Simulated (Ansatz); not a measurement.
A nudged elastic band was laid between two geometries of C$_{2}$H$_{7}$AlOS (12 atoms, charge 0, multiplicity 1).

Theory: Ansatz, RKS PBE0/6-31G*.

* movable images: 7
* climbing image: yes
* spring: 5.0 eV/Å²
* optimiser: quadratic models (default)
* start path: IDPP
* force threshold: 0.05 eV/Å
* iteration limit: 60
* end points: relaxed

First end point:

```xyz
12
Properties=species:S:1:pos:R:3
C -1.685 0.912 0.897
Al -0.351 -0.508 0.690
O 1.364 0.005 0.575
C 1.840 -0.483 -0.599
S 0.368 -0.806 -1.766
H -2.091 1.240 -0.069
H -2.536 0.584 1.506
H -1.253 1.798 1.378
H -0.574 -2.021 1.152
H 2.515 0.208 -1.120
H 2.314 -1.474 -0.531
H 0.166 0.489 -2.079
```

Last end point:

```xyz
12
Properties=species:S:1:pos:R:3
C -1.480 1.063 1.041
Al -0.152 -0.361 0.845
O 1.480 0.097 0.256
C 1.683 -0.591 -0.896
S -0.010 -1.119 -1.600
H -1.332 1.884 0.330
H -2.498 0.675 0.901
H -1.446 1.500 2.048
H -0.218 -1.740 1.647
H 2.184 -0.005 -1.677
H 2.201 -1.554 -0.775
H -0.336 0.095 -2.084
```

Task: Which bonds break or form, and what moves?

Result: No bond is made or broken. The dihedral H8–C1–Al2–S5 goes from -108 to -172°.

Task: Give the energies along the band, and the barrier.

Result: The forces met the threshold. The highest image is number 0 of 0 to 8, 0.000 eV above the first end and 0.014 eV above the last; the last end lies 0.014 eV below the first. The highest image is an end point: on this band no image between the ends rises above it. A vibrational analysis next to that end finds imaginary modes (75i cm⁻¹), so it isn't a minimum.

| image | path coordinate (Å) | energy (eV) | dihedral H8–C1–Al2–S5 (°) |
| --- | --- | --- | --- |
| 0 | 0.00 | 0.000 | -108 |
| 1 | 0.06 | 0.000 | -110 |
| 2 | 0.31 | -0.001 | -119 |
| 3 | 0.56 | -0.003 | -127 |
| 4 | 0.81 | -0.006 | -136 |
| 5 | 1.05 | -0.009 | -145 |
| 6 | 1.30 | -0.012 | -154 |
| 7 | 1.55 | -0.014 | -163 |
| 8 | 1.80 | -0.014 | -172 |

Run time: 2.2 min on 2 threads of AMD EPYC 7B13 (Zen 3), with other jobs on the host, peak memory 0.23 GiB.
